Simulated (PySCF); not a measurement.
PySCF input for C2H6BF2N, SMILES CN(C)B(F)F, PBE-D3(BJ)/def2-SVP. Geometry: PBE-D3(BJ)/def2-SVP. Other conformers were not sampled.

```python
import numpy as np
from pyscf import gto, scf, dft, df
from pyscf.hessian import thermo

mol = gto.M(
    atom='''
    B     0.00000000   -0.00000000    0.78779253
    F     0.00000000   -1.14878093    1.48664299
    F     0.00000000    1.14878093    1.48664299
    N     0.00000000    0.00000000   -0.62004828
    C     0.00000000   -1.22728481   -1.39356165
    C     0.00000000    1.22728481   -1.39356165
    H     0.89728264   -1.29184516   -2.05038238
    H    -0.89728264   -1.29184516   -2.05038238
    H     0.00000000   -2.10102238   -0.71696460
    H    -0.89728264    1.29184516   -2.05038238
    H     0.89728264    1.29184516   -2.05038238
    H     0.00000000    2.10102238   -0.71696460
    ''',
    basis='def2-SVP',
    charge=0,
    spin=0,
    max_memory=1600,
    verbose=3,
)
mf = dft.RKS(mol, xc='pbe').density_fit(auxbasis='def2-universal-jkfit')
mf.disp = 'd3bj'
mf.grids.level = 3
mf.conv_tol = 1e-11
mf.max_cycle = 100
mf.kernel()

# [left out here: the lines that compute and print the analytic Hessian (its translational invariance restored by hand, since the grid's response is missing), thermochemistry and intensities]
```

Output:

```
converged SCF energy = -358.601827317493

WARN: DFTD3 does not support analytical Hessian, using finite difference


WARN: Mole.unit (angstrom) is changed to Bohr

Mode                                 0                   1                   2
Irrep
Freq [cm^-1]                      123.8054            163.0515            201.4336
Reduced mass [au]                   4.4591              1.3286              1.0336
Force const [Dyne/A]                0.0403              0.0208              0.0247
Char temp [K]                     178.1285            234.5949            289.8181
Normal mode                   x     y     z       x     y     z       x     y     z
       0   B                -0.00  0.00 -0.00    0.02 -0.00  0.00   -0.00 -0.00  0.00
       1   F                 0.12 -0.00 -0.00   -0.03  0.00  0.00    0.00  0.00  0.00
       2   F                -0.12 -0.00  0.00   -0.03 -0.00 -0.00   -0.00  0.00 -0.00
       3   N                -0.00  0.00 -0.00    0.12 -0.00 -0.00   -0.00 -0.00  0.00
       4   C                -0.11 -0.00  0.00   -0.01 -0.00 -0.00   -0.03  0.00 -0.00
       5   C                 0.11  0.00 -0.00   -0.01  0.00  0.00    0.03 -0.00  0.00
       6   H                -0.12 -0.09 -0.00   -0.22  0.10 -0.29   -0.24  0.18 -0.30
       7   H                -0.12  0.09  0.00   -0.22 -0.10  0.29   -0.24 -0.18  0.30
       8   H                -0.20  0.00  0.00    0.30 -0.00 -0.00    0.36 -0.00 -0.00
       9   H                 0.12  0.09 -0.00   -0.22  0.10  0.29    0.24 -0.18 -0.30
      10   H                 0.12 -0.09  0.00   -0.22 -0.10 -0.29    0.24  0.18  0.30
      11   H                 0.20  0.00 -0.00    0.30 -0.00  0.00   -0.36 -0.00  0.00
Mode                                 3                   4                   5
Irrep
Freq [cm^-1]                      227.3854            263.0860            342.6800
Reduced mass [au]                   4.4471              1.9484              2.9742
Force const [Dyne/A]                0.1355              0.0795              0.2058
Char temp [K]                     327.1570            378.5222            493.0402
Normal mode                   x     y     z       x     y     z       x     y     z
       0   B                 0.00 -0.05  0.00   -0.06 -0.00 -0.00    0.00 -0.00 -0.03
       1   F                 0.00  0.02  0.11    0.02 -0.00  0.00   -0.00 -0.03 -0.08
       2   F                -0.00  0.02 -0.11    0.02  0.00 -0.00    0.00  0.03 -0.08
       3   N                 0.00 -0.06  0.00   -0.17 -0.00  0.00   -0.00  0.00 -0.01
       4   C                -0.00  0.01 -0.11    0.05  0.00 -0.00    0.00 -0.07  0.11
       5   C                 0.00  0.01  0.11    0.05 -0.00  0.00    0.00  0.07  0.11
       6   H                -0.00  0.08 -0.12    0.03  0.24 -0.06    0.00 -0.17  0.12
       7   H                 0.00  0.08 -0.12    0.03 -0.24  0.06   -0.00 -0.17  0.12
       8   H                -0.00 -0.05 -0.20    0.34 -0.00 -0.00    0.00  0.02  0.23
       9   H                -0.00  0.08  0.12    0.03  0.24  0.06   -0.00  0.17  0.12
      10   H                 0.00  0.08  0.12    0.03 -0.24 -0.06    0.00  0.17  0.12
      11   H                -0.00 -0.05  0.20    0.34 -0.00 -0.00    0.00 -0.02  0.23
Mode                                 6                   7                   8
Irrep
Freq [cm^-1]                      461.7328            476.0957            630.0569
Reduced mass [au]                   5.3012              6.2311             10.6087
Force const [Dyne/A]                0.6659              0.8322              2.4813
Char temp [K]                     664.3306            684.9957            906.5116
Normal mode                   x     y     z       x     y     z       x     y     z
       0   B                 0.00  0.00 -0.08   -0.00 -0.08 -0.00   -0.27  0.00 -0.00
       1   F                -0.00  0.10  0.06    0.00 -0.06  0.09    0.05  0.00  0.00
       2   F                -0.00 -0.10  0.06    0.00 -0.06 -0.09    0.05 -0.00  0.00
       3   N                -0.00 -0.00 -0.10    0.00  0.09 -0.00    0.08 -0.00 -0.00
       4   C                 0.00 -0.08 -0.02   -0.00  0.07  0.08    0.00  0.00  0.00
       5   C                 0.00  0.08 -0.02    0.00  0.07 -0.08    0.00 -0.00  0.00
       6   H                 0.00 -0.17  0.00    0.00  0.00  0.08   -0.01 -0.04 -0.01
       7   H                -0.00 -0.17  0.00   -0.00  0.00  0.08   -0.01  0.04  0.01
       8   H                 0.00  0.01  0.10    0.00  0.12  0.15   -0.02  0.00  0.00
       9   H                -0.00  0.17  0.00    0.00  0.00 -0.08   -0.01 -0.04  0.01
      10   H                 0.00  0.17  0.00   -0.00  0.00 -0.08   -0.01  0.04 -0.01
      11   H                -0.00 -0.01  0.10   -0.00  0.12 -0.15   -0.02 -0.00  0.00
Mode                                 9                  10                  11
Irrep
Freq [cm^-1]                      714.5785            997.5991           1049.3705
[...]
Freq [cm^-1]                     1400.3947           1408.8184           1418.5642
Reduced mass [au]                   1.3170              1.0351              1.0382
Force const [Dyne/A]                1.5218              1.2104              1.2309
Char temp [K]                    2014.8562           2026.9761           2040.9981
Normal mode                   x     y     z       x     y     z       x     y     z
       0   B                -0.00  0.00 -0.03   -0.00 -0.00 -0.00    0.00  0.00  0.00
       1   F                 0.00  0.00 -0.00   -0.00  0.00 -0.00    0.00 -0.00  0.00
       2   F                 0.00 -0.00 -0.00    0.00  0.00  0.00    0.00 -0.00 -0.00
       3   N                -0.00 -0.00  0.05   -0.00  0.00 -0.00    0.02 -0.00 -0.00
       4   C                -0.00 -0.07 -0.06   -0.03  0.00  0.00    0.03 -0.00  0.00
       5   C                 0.00  0.07 -0.06    0.03 -0.00  0.00    0.03  0.00 -0.00
       6   H                 0.13  0.27  0.10    0.03 -0.33  0.10   -0.03  0.33 -0.09
       7   H                -0.13  0.27  0.10    0.03  0.33 -0.10   -0.03 -0.33  0.09
       8   H                 0.00  0.23  0.33    0.49 -0.00 -0.00   -0.49  0.00  0.00
       9   H                -0.13 -0.27  0.10   -0.03  0.33  0.10   -0.03  0.33  0.09
      10   H                 0.13 -0.27  0.10   -0.03 -0.33 -0.10   -0.03 -0.33 -0.09
      11   H                -0.00 -0.23  0.33   -0.49  0.00 -0.00   -0.49 -0.00  0.00
Mode                                21                  22                  23
Irrep
Freq [cm^-1]                     1422.9530           1425.4799           1563.0972
Reduced mass [au]                   1.1567              1.0484              3.8116
Force const [Dyne/A]                1.3799              1.2551              5.4869
Char temp [K]                    2047.3125           2050.9482           2248.9489
Normal mode                   x     y     z       x     y     z       x     y     z
       0   B                 0.00 -0.00 -0.09    0.00  0.02  0.00   -0.00  0.00  0.19
       1   F                -0.00 -0.01  0.01    0.00 -0.00  0.00    0.00  0.02 -0.02
       2   F                -0.00  0.01  0.01    0.00 -0.00 -0.00    0.00 -0.02 -0.02
       3   N                 0.00  0.00  0.03    0.00  0.01 -0.00   -0.00 -0.00 -0.17
       4   C                 0.00  0.02 -0.03    0.00  0.01 -0.04   -0.00 -0.01  0.02
       5   C                 0.00 -0.02 -0.03    0.00  0.01  0.04    0.00  0.01  0.02
       6   H                 0.24 -0.08  0.33    0.28 -0.01  0.37    0.10  0.13  0.14
       7   H                -0.24 -0.08  0.33   -0.28 -0.01  0.37   -0.10  0.13  0.14
       8   H                -0.00 -0.15 -0.23   -0.00 -0.12 -0.19    0.00 -0.07 -0.05
       9   H                -0.24  0.08  0.33    0.28 -0.01 -0.37   -0.10 -0.13  0.14
      10   H                 0.24  0.08  0.33   -0.28 -0.01 -0.37    0.10 -0.13  0.14
      11   H                -0.00  0.15 -0.23   -0.00 -0.12  0.19    0.00  0.07 -0.05
Mode                                24                  25                  26
Irrep
Freq [cm^-1]                     2927.0980           2933.1726           2984.3766
Reduced mass [au]                   1.0391              1.0404              1.1036
Force const [Dyne/A]                5.2453              5.2739              5.7911
Char temp [K]                    4211.4423           4220.1823           4293.8534
Normal mode                   x     y     z       x     y     z       x     y     z
       0   B                 0.00 -0.00 -0.00    0.00 -0.00  0.00   -0.00  0.00 -0.00
       1   F                -0.00  0.00  0.00   -0.00  0.00 -0.00    0.00 -0.00  0.00
       2   F                -0.00  0.00 -0.00   -0.00 -0.00 -0.00    0.00 -0.00  0.00
       3   N                -0.00 -0.00  0.00    0.00 -0.00 -0.00    0.00 -0.00  0.00
       4   C                 0.00 -0.02 -0.03   -0.00 -0.02 -0.03   -0.06 -0.00  0.00
       5   C                 0.00 -0.02  0.03   -0.00  0.02 -0.03   -0.06 -0.00  0.00
       6   H                -0.38  0.02  0.27   -0.38  0.03  0.27    0.38 -0.02 -0.28
       7   H                 0.38  0.02  0.27    0.38  0.03  0.27    0.38  0.02  0.28
       8   H                 0.00  0.16 -0.13    0.00  0.16 -0.13   -0.01  0.00 -0.00
       9   H                -0.38  0.02 -0.27    0.38 -0.03  0.27    0.38 -0.02  0.28
      10   H                 0.38  0.02 -0.27   -0.38 -0.03  0.27    0.38  0.02 -0.28
      11   H                 0.00  0.16  0.13   -0.00 -0.16 -0.13   -0.01  0.00  0.00
Mode                                27                  28                  29
Irrep
Freq [cm^-1]                     2991.7004           3093.4926           3093.8542
Reduced mass [au]                   1.1054              1.0987              1.0983
Force const [Dyne/A]                5.8289              6.1949              6.1938
Char temp [K]                    4304.3908           4450.8471           4451.3673
Normal mode                   x     y     z       x     y     z       x     y     z
       0   B                 0.00 -0.00  0.00   -0.00  0.00 -0.00    0.00 -0.00 -0.00
       1   F                -0.00  0.00 -0.00    0.00  0.00  0.00   -0.00  0.00  0.00
       2   F                 0.00  0.00 -0.00    0.00 -0.00  0.00   -0.00  0.00 -0.00
       3   N                -0.00  0.00 -0.00    0.00 -0.00  0.00   -0.00  0.00  0.00
       4   C                 0.06  0.00 -0.00    0.00 -0.04  0.04    0.00 -0.04  0.04
       5   C                -0.06 -0.00  0.00   -0.00  0.04  0.04    0.00 -0.04 -0.04
       6   H                -0.38  0.02  0.28    0.11 -0.01 -0.07    0.11 -0.01 -0.07
       7   H                -0.38 -0.02 -0.28   -0.11 -0.01 -0.07   -0.11 -0.01 -0.07
       8   H                 0.01 -0.00  0.00   -0.00  0.51 -0.40    0.00  0.51 -0.40
       9   H                 0.38 -0.02  0.28   -0.11  0.01 -0.07    0.11 -0.01  0.07
      10   H                 0.38  0.02 -0.28    0.11  0.01 -0.07   -0.11 -0.01  0.07
      11   H                -0.01  0.00  0.00   -0.00 -0.51 -0.40    0.00  0.51  0.40
temperature 298.1500 [K]
pressure 101325.00 [Pa]
Rotational constants [GHz] 4.80393 3.11771 1.93774
Symmetry number 2
Zero-point energy (ZPE) 0.09046 [Eh]   237502.272 [J/mol]
                           tot       elec      trans        rot        vib
Entropy [J/mol/K]       334.798      0.000    165.259    106.397     63.141
Cv [J/mol/K]             98.733      0.000     12.472     12.472     73.790
Cp [J/mol/K]            107.047      0.000     20.786     12.472     73.790
Internal energy [J/mol]                      3718.434   3718.434 248469.849
Internal energy [Eh]   -358.50436  -358.60183
Enthalpy [J/mol]                             6197.391   3718.434 248469.849
Enthalpy [Eh]          -358.50341
Gibbs free energy [J/mol]                  -43074.701 -28003.905 229644.329
Gibbs free energy [Eh] -358.54143
mode   freq/cm-1   IR/(km/mol)
   1      123.81         0.000
   2      163.05         0.204
   3      201.43         0.000
   4      227.39         0.921
   5      263.09         3.050
   6      342.68         5.796
   7      461.73         7.943
   8      476.10         0.904
   9      630.06        37.904
  10      714.58         3.725
  11      997.60         1.695
  12     1049.37         4.536
  13     1079.36         0.000
  14     1136.39         0.702
  15     1188.94       121.165
  16     1233.73        12.101
  17     1358.37       129.911
  18     1396.62       153.374
  19     1400.39        25.200
  20     1408.82         0.000
  21     1418.56        17.534
  22     1422.95        51.556
  23     1425.48        11.755
  24     1563.10       393.778
  25     2927.10        40.907
  26     2933.17        79.888
  27     2984.38        72.255
  28     2991.70         0.000
  29     3093.49         4.274
  30     3093.85         4.401
max |gradient| / (hartree/bohr): 0.00035392602919286174
APT charges: [ 1.3575 -0.5595 -0.5595 -0.7566  0.3217  0.3217 -0.046  -0.046   0.0294
 -0.046  -0.046   0.0294]
```

The calculation finished and met its thresholds.
